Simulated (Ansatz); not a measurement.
This geometry of BH3S + BrH (7 atoms, charge 0, multiplicity 1) is a first-order saddle point.

The calculation used Ansatz, RKS CAM-B3LYP/def2-SVP.

```xyz
7
Properties=species:S:1:pos:R:3
B -0.599 -0.328 -0.391
S 1.274 0.054 -0.626
H -0.820 -1.495 -0.548
H -1.360 0.527 -0.742
H 0.842 -0.008 1.050
Br -0.539 -0.151 1.917
H 1.203 1.401 -0.659
```

(1) Which two structures does it join? (They come from a converged band through this point; their orientation in space is the band's.)

(2) How far does it lie above each of them?

## Answers

(1) Bonds broken: H5–Br6. Bonds formed: B1–Br6, S2–H5. BH3S + BrH becomes BBrH4S.

Initial state:

```xyz
7
Properties=species:S:1:pos:R:3
B -0.632 -0.350 -1.112
S 1.057 0.035 -0.727
H -0.921 -1.514 -1.073
H -1.421 0.509 -1.394
H 0.682 -0.084 1.901
Br 0.220 0.023 3.249
H 1.015 1.380 -0.844
```

Final state:

```xyz
7
Properties=species:S:1:pos:R:3
B -0.805 -0.296 -0.154
S 1.129 0.157 -0.621
H -0.817 -1.483 -0.364
H -1.398 0.405 -0.936
H 1.771 -0.386 0.438
Br -1.099 0.193 1.757
H 1.219 1.410 -0.121
```

(2) 0.70 eV above the first and 0.86 eV above the second. This is the barrier of this one path; another mechanism may lie lower. The orbitals stay closed-shell, which can raise the energy where a bond breaks towards radicals; this wasn't checked here.

The run took 3.3 min on 2 threads of Arm Neoverse V2, with other jobs on the host, peak memory 0.2 GiB.
